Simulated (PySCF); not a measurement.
C2H7FSi2, singlet, geometry from GFN2-xTB; CASSCF(6,5)/6-31G run with PySCF.

Input for PySCF:
```python
from pyscf import gto, scf, mcscf
import numpy

mol = gto.Mole()
mol.atom = '''
    Si    2.788297   -0.025932    0.135161
    C     0.978047   -0.509138    0.325168
    C    -0.062625    0.199787   -0.111277
    Si   -1.866633   -0.283608    0.078820
    F    -2.724606    0.891265   -0.619345
    H     2.879362    1.265690   -0.546050
    H     3.395424    0.059810    1.466462
    H     3.473034   -1.059639   -0.646594
    H     0.775479   -1.446263    0.833899
    H     0.138660    1.137228   -0.620183
    H    -2.220520   -1.490195   -0.657423
    H    -2.315809   -0.298359    1.464931
'''
mol.basis = '6-31g'
mol.charge = 0
mol.spin = 0
mol.verbose = 4
mol.build()

mf = scf.RHF(mol)
mf.kernel()
mc = mcscf.CASSCF(mf, 5, 6)
mc.fix_spin_(ss=0.0)
mc = mc.newton()
mc.kernel()
occ = numpy.linalg.eigvalsh(mc.fcisolver.make_rdm1(mc.ci, mc.ncas, mc.nelecas))[::-1]
ss = mc.fcisolver.spin_square(mc.ci, mc.ncas, mc.nelecas)[0]
print('natural occupations', occ.round(4), ' <S^2>', round(ss, 4))
```

What the program printed (banner, timings and long lists left out):

```
PySCF version 2.14.0

[INPUT] verbose = 4
[INPUT] num. atoms = 12
[INPUT] num. electrons = 56
[INPUT] charge = 0
[INPUT] spin (= nelec alpha-beta = 2S) = 0
[INPUT] symmetry False subgroup None
[INPUT] Mole.unit = angstrom
[INPUT] Symbol           X                Y                Z      unit          X                Y                Z       unit  Magmom
[INPUT]  1 Si     2.788297000000  -0.025932000000   0.135161000000 AA    5.269117683946  -0.049004377862   0.255417272722 Bohr   0.0
[INPUT]  2 C      0.978047000000  -0.509138000000   0.325168000000 AA    1.848240966952  -0.962131379609   0.614478464473 Bohr   0.0
[INPUT]  3 C     -0.062625000000   0.199787000000  -0.111277000000 AA   -0.118344098551   0.377542713248  -0.210283053963 Bohr   0.0
[INPUT]  4 Si    -1.866633000000  -0.283608000000   0.078820000000 AA   -3.527425145075  -0.535941446736   0.148948213138 Bohr   0.0
[INPUT]  5 F     -2.724606000000   0.891265000000  -0.619345000000 AA   -5.148759137347   1.684246754410  -1.170392426619 Bohr   0.0
[INPUT]  6 H      2.879362000000   1.265690000000  -0.546050000000 AA    5.441205593480   2.391807458601  -1.031884950319 Bohr   0.0
[INPUT]  7 H      3.395424000000   0.059810000000   1.466462000000 AA    6.416421436775   0.113024519510   2.771211552082 Bohr   0.0
[INPUT]  8 H      3.473034000000  -1.059639000000  -0.646594000000 AA    6.563083081303  -2.002427500908  -1.221885573787 Bohr   0.0
[INPUT]  9 H      0.775479000000  -1.446263000000   0.833899000000 AA    1.465442925352  -2.733040974092   1.575840725549 Bohr   0.0
[INPUT] 10 H      0.138660000000   1.137228000000  -0.620183000000 AA    0.262029424432   2.149049461187  -1.171976017111 Bohr   0.0
[INPUT] 11 H     -2.220520000000  -1.490195000000  -0.657423000000 AA   -4.196174654119  -2.816060422196  -1.242349417990 Bohr   0.0
[INPUT] 12 H     -2.315809000000  -0.298359000000   1.464931000000 AA   -4.376244766803  -0.563816796799   2.768318381385 Bohr   0.0

nuclear repulsion = 259.561881479132
number of shells = 43
number of NR pGTOs = 186
number of NR cGTOs = 67
basis = 6-31g
ecp = {}

******** <class 'pyscf.scf.hf.RHF'> ********
method = RHF
initial guess = minao
damping factor = 0
level_shift factor = 0
DIIS = <class 'pyscf.scf.diis.CDIIS'>
diis_start_cycle = 1
diis_space = 8
diis_damp = 0
SCF conv_tol = 1e-09
SCF conv_tol_grad = None
SCF max_cycles = 50
direct_scf = True
direct_scf_tol = 1e-13
Set gradient conv threshold to 3.16228e-05
Initial guess from minao.
init E= -757.289078552811
  HOMO = -0.274850918169873  LUMO = 0.0256038473885041  gap/eV = 8.17579
cycle= 1 E= -756.878906816711  delta_E= 0.41  |g|= 0.502  |ddm|= 2.88
  HOMO = -0.413007035964583  LUMO = 0.0852194320725834  gap/eV = 13.55743
cycle= 2 E= -756.936405740026  delta_E= -0.0575  |g|= 0.29  |ddm|= 0.828
  HOMO = -0.394032247192718  LUMO = 0.103555549142508  gap/eV = 13.54005
cycle= 3 E= -756.95018449642  delta_E= -0.0138  |g|= 0.0425  |ddm|= 0.24
  HOMO = -0.388807528462069  LUMO = 0.110299394978951  gap/eV = 13.58139
cycle= 4 E= -756.951021525027  delta_E= -0.000837  |g|= 0.00505  |ddm|= 0.102
  HOMO = -0.389711986469268  LUMO = 0.109277373366996  gap/eV = 13.57819
cycle= 5 E= -756.951036999012  delta_E= -1.55e-05  |g|= 0.00147  |ddm|= 0.0142
  HOMO = -0.389374664457326  LUMO = 0.109500292079908  gap/eV = 13.57508
cycle= 6 E= -756.951038159061  delta_E= -1.16e-06  |g|= 0.000748  |ddm|= 0.00322
  HOMO = -0.389354718329606  LUMO = 0.109503854906294  gap/eV = 13.57463
cycle= 7 E= -756.951038362819  delta_E= -2.04e-07  |g|= 0.000146  |ddm|= 0.00112
  HOMO = -0.389351026191914  LUMO = 0.10950033343134  gap/eV = 13.57444
cycle= 8 E= -756.951038380528  delta_E= -1.77e-08  |g|= 4.96e-05  |ddm|= 0.000422
  HOMO = -0.389337361008737  LUMO = 0.109510264850102  gap/eV = 13.57434
cycle= 9 E= -756.951038381744  delta_E= -1.22e-09  |g|= 1.89e-05  |ddm|= 9.43e-05
  HOMO = -0.389340461300742  LUMO = 0.109508083665047  gap/eV = 13.57436
cycle= 10 E= -756.951038382037  delta_E= -2.93e-10  |g|= 6.86e-06  |ddm|= 5.4e-05
  HOMO = -0.389340534442821  LUMO = 0.109508081238182  gap/eV = 13.57436
Extra cycle  E= -756.951038382055  delta_E= -1.77e-11  |g|= 2.94e-06  |ddm|= 1.47e-05
converged SCF energy = -756.951038382055

******** <class 'pyscf.mcscf.newton_casscf.CASSCF'> ********
CAS (3e+3e, 5o), ncore = 25, nvir = 37
max_cycle_macro = 50
max_cycle_micro = 10
conv_tol = 1e-07
conv_tol_grad = None
orbital rotation max_stepsize = 0.03
augmented hessian ah_max_cycle = 30
augmented hessian ah_conv_tol = 1e-12
augmented hessian ah_linear dependence = 1e-14
augmented hessian ah_level shift = 1e-08
augmented hessian ah_start_tol = 500
augmented hessian ah_start_cycle = 3
augmented hessian ah_grad_trust_region = 3
kf_trust_region = 3
kf_interval = 5
natorb = False
canonicalization = True
internal_rotation = False
******** <class 'pyscf.fci.addons.SpinPenaltyFCISolver'> ********
max. cycles = 50
conv_tol = 1e-08
davidson only = True
linear dependence = 1e-12
level shift = 0.001
max iter space = 12
nroots = 1
pspace_size = 400
spin = None

WARN: SO-CASSCF (Second order CASSCF) is an experimental feature. Its performance is bad for large systems.

CASCI E = -756.961164479738  dE = -756.96116  S^2 = 0.0000000
Set conv_tol_grad to 0.000316228
macro 1 (18 JK  13 micro), CASSCF E = -756.979102009804  dE = -0.01794  |grad|=0.0559  S^2 = 0.0000000
macro 2 (19 JK  14 micro), CASSCF E = -756.984702621466  dE = -0.005601  |grad|=0.113  S^2 = 0.0000000
macro 3 (11 JK  7 micro), CASSCF E = -756.98880792752  dE = -0.004105  |grad|=0.023  S^2 = 0.0000000
macro 4 (10 JK  6 micro), CASSCF E = -756.993539843157  dE = -0.004732  |grad|=0.0231  S^2 = 0.0000000
macro 5 (10 JK  6 micro), CASSCF E = -756.999133009017  dE = -0.005593  |grad|=0.0219  S^2 = 0.0000000
macro 6 (10 JK  6 micro), CASSCF E = -757.003932141042  dE = -0.004799  |grad|=0.0148  S^2 = 0.0000000
macro 7 (11 JK  7 micro), CASSCF E = -757.004832861329  dE = -0.0009007  |grad|=0.00787  S^2 = 0.0000000
macro 8 (11 JK  7 micro), CASSCF E = -757.005116058371  dE = -0.0002832  |grad|=0.00718  S^2 = 0.0000000
macro 9 (11 JK  7 micro), CASSCF E = -757.005495802881  dE = -0.0003797  |grad|=0.00642  S^2 = 0.0000000
macro 10 (11 JK  7 micro), CASSCF E = -757.005910158481  dE = -0.0004144  |grad|=0.00561  S^2 = 0.0000000
macro 11 (11 JK  7 micro), CASSCF E = -757.006319894105  dE = -0.0004097  |grad|=0.00445  S^2 = 0.0000000
macro 12 (11 JK  7 micro), CASSCF E = -757.00665462438  dE = -0.0003347  |grad|=0.00281  S^2 = 0.0000000
macro 13 (10 JK  6 micro), CASSCF E = -757.00682122267  dE = -0.0001666  |grad|=0.00115  S^2 = 0.0000000
macro 14 (7 JK  3 micro), CASSCF E = -757.006849010888  dE = -2.779e-05  |grad|=0.000398  S^2 = 0.0000000
macro 15 (10 JK  6 micro), CASSCF E = -757.006852712267  dE = -3.701e-06  |grad|=0.00017  S^2 = 0.0000000
macro 16 (6 JK  3 micro), CASSCF E = -757.006852728883  dE = -1.662e-08  |grad|=0.000113  S^2 = 0.0000000
newton CASSCF converged in 16 macro (33 KF 144 Hx) steps
CASSCF canonicalization
Density matrix diagonal elements [1.99583439 1.9862114  1.92375209 0.07677192 0.01743021]
CASSCF energy = -757.006852728883
CASCI E = -757.006852728883  E(CI) = -10.5315936212702  S^2 = 0.0000000
natural occupations [1.9986 1.9834 1.9238 0.0768 0.0174]  <S^2> 0.0
```
